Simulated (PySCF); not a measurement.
Continuum solvent and chemical shifts

Cartesian coordinates in Å; atom numbers follow the order of the lines, from 1:
```xyz
15

F    -1.236    1.310    0.939
C    -2.008    0.596    0.104
F    -2.157    1.343   -1.001
F    -3.211    0.486    0.672
C    -1.435   -0.753   -0.194
C    -0.200   -0.951   -0.672
C     0.840    0.077   -0.940
Si    2.140    0.129    0.447
H    -2.109   -1.592   -0.010
H     0.095   -1.992   -0.851
H     0.415    1.085   -1.047
H     1.380   -0.160   -1.872
H     3.187    1.138    0.103
H     1.500    0.485    1.745
H     2.786   -1.214    0.572
```

GIAO PBE0/pcSseg-1 in PySCF 2.14 on one PBE0-D3(BJ)/def2-SVP conformer, non-relativistic, equivalent nuclei averaged. Solvents enter as an IEF-PCM continuum (cyclohexane with ε = 2.0, benzene with ε = 2.3) around the gas-phase geometry. Shifts are referred to CFCl3, TMS computed in the same medium.

Gas phase, δ in ppm: F1/F3/F4 -71.4, C6 149.8, C2 128.5, C5 127.0, C7 15.7, Si8 -62.7, H10 6.23, H9 5.67, H13/H14/H15 3.96, H11/H12 2.02. Dipole moment 2.44 D.

Q: How does each δ change in the continuum?

A: 
```tsv
atoms	environment	Δδ, cyclohexane	Δδ, benzene
F1/F3/F4	fluorine of a CF3 group	+0.1	+0.1
C6	alkene CH	+1.9	+2.1
C2	CF3 carbon	+0.7	+0.8
C5	alkene CH	-0.5	-0.6
C7	allylic sp3 CH2 bonded to Si	+0.5	+0.5
Si8	silicon bonded to C, 3 H	+0.4	+0.4
H10	hydrogen on an alkene CH	+0.15	+0.18
H9	hydrogen on an alkene CH	+0.06	+0.07
H13/H14/H15	hydrogen on a silicon bonded to C	-0.03	-0.03
H11/H12	hydrogen on an allylic sp3 CH2 bonded to Si	+0.06	+0.07
```

Changes are relative to the gas phase. The dipole moment becomes 2.68 D in cyclohexane, 2.71 D in benzene.

Q: Which nuclei move most (in ppm), and what does the model miss?

A: C6 (alkene CH, +2.1 ppm) in benzene. A continuum only polarises the solute; specific hydrogen bonds, the anisotropy of aromatic solvents and changes of geometry or conformer are outside it.
